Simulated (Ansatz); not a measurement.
Ansatz (a program for electronic structure) input (PBE0/STO-3G):

Ansatz 0.2 input:
```yaml
crystal:
  periodic: [false, false, false]
  atoms:
    - {symbol: N, position_ang: [-1.77427077, 1.19253406, -0.03568355]}
    - {symbol: Si, position_ang: [-1.27243443, -0.53894133, 0.21470067]}
    - {symbol: N, position_ang: [0.48863106, -0.32870407, 0.71809606]}
    - {symbol: Si, position_ang: [1.74966266, -0.04582173, -0.37256479]}
    - {symbol: H, position_ang: [-2.77261165, 1.33780648, 0.03074636]}
    - {symbol: H, position_ang: [-1.42138599, 1.69719417, -0.84200130]}
    - {symbol: H, position_ang: [-0.81923776, -0.89721942, -1.23482823]}
    - {symbol: H, position_ang: [0.65961233, -0.16269748, 1.69723343]}
    - {symbol: H, position_ang: [3.01916426, 0.32594798, 0.35132035]}
    - {symbol: H, position_ang: [1.52342691, 1.06034652, -1.35496227]}
    - {symbol: H, position_ang: [2.12931474, -1.22150525, -1.21429844]}
basis:
  gaussian:
    orbitals: STO-3G
hamiltonian:
  xc: {name: PBE0}
total_charge: -1
```

Output:

```
Functional definition: PBE0
integrals: 0.01 GiB planned
429 factors; integrals over basis functions are off by at most 3.9e-5 eV
0.08 GiB of the device are held for the grids
0.10 GiB of device memory are held for the factors and their scratch space
mean field: 0.10 GiB planned
mean field evaluation 1: about -18611.5077 eV, gradient 2.1e1 eV
mean field evaluation 2: about -18612.4074 eV, gradient 1.5e1 eV
mean field evaluation 4: about -18613.0898 eV, gradient 4.0e-1 eV
mean field evaluation 8: about -18613.0794 eV, gradient 1.1e-2 eV
mean field -18613.07944546 eV, -684.0180532223 hartree, gradient 6.6e-5 eV, S^2 0.000000; 0 other end points of the search recorded, 0 dependent functions left out
reference -18613.07946300 eV, -684.0180538667 hartree; 25, 25 occupied and 10, 10 virtual orbitals, 429 factors
Total energy: -18613.07946300 eV, -684.0180538667 hartree
```

It need not be the lowest isomer of its formula. Whether it binds its extra electron was not tested at this geometry.
